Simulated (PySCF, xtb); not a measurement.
AsBH4O, SMILES OB[AsH2].

Geometry optimised at PBE-D3(BJ)/def2-TZVP. The values are those of a single conformer.

Level of theory: IEF-PCM-ωB97X/def2-SVP (PySCF).

The values are the electrostatic part of the solvation free energy, E(continuum) − E(gas) at the gas-phase geometry, in a cavity of scaled van der Waals radii (PySCF's table); cavitation and dispersion terms are not included. In vacuum the orbital gap is 11.27 eV. The dipole moment in vacuum is 1.42 D.

Computed values in water (ε = 78.36), chlorobenzene (ε = 5.70), methanol (ε = 32.61):
```json
[
 {"solvent": "water", "ε": "78.36", "ΔG(elec) (kcal/mol)": "-4.5", "dipole (D)": "1.94", "gap (eV)": "11.33"},
 {"solvent": "chlorobenzene", "ε": "5.70", "ΔG(elec) (kcal/mol)": "-3.3", "dipole (D)": "1.78", "gap (eV)": "11.32"},
 {"solvent": "methanol", "ε": "32.61", "ΔG(elec) (kcal/mol)": "-4.3", "dipole (D)": "1.91", "gap (eV)": "11.33"}
]
```

For comparison, GFN2-xTB/ALPB(water) (xtb, at the GFN2-xTB geometry, all terms of that model) gives -5.0 kcal/mol.
